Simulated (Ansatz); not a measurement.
Gas-phase electronic energies from Ansatz, PBE0-D4/def2-TZVP geometries. CBS: MP2 limit from def2 TZ/QZ plus the TZ coupled-cluster correction, frozen cores. This one scheme is used for every species. Each species was taken in one conformer, which may not be the lowest.

Consider the redistribution: `Cl[SiH2]Cl` + `O[Si](O)(F)N[SiH2]F` → `O[Si](O)(F)N[SiH2]Cl` + `F[SiH2]Cl`.

```json
{"species": "`Cl[SiH2]Cl`", "MP2/def2-TZVPP energy (Eh)": "-1209.73828"}
{"species": "`O[Si](O)(F)N[SiH2]F`", "MP2/def2-TZVPP energy (Eh)": "-985.79696"}
{"species": "`O[Si](O)(F)N[SiH2]Cl`", "MP2/def2-TZVPP energy (Eh)": "-1345.74835"}
{"species": "`F[SiH2]Cl`", "MP2/def2-TZVPP energy (Eh)": "-849.78673"}
```

(1) Work out ΔE.

Largest T1 diagnostic among the species: 0.011.

Results:

(1) ΔE = (-1345.74835) + (-849.78673) − (-1209.73828) − (-985.79696) = 0.00016 Eh = 0.00 eV. CCSD(T)/CBS gives +0.01 eV.
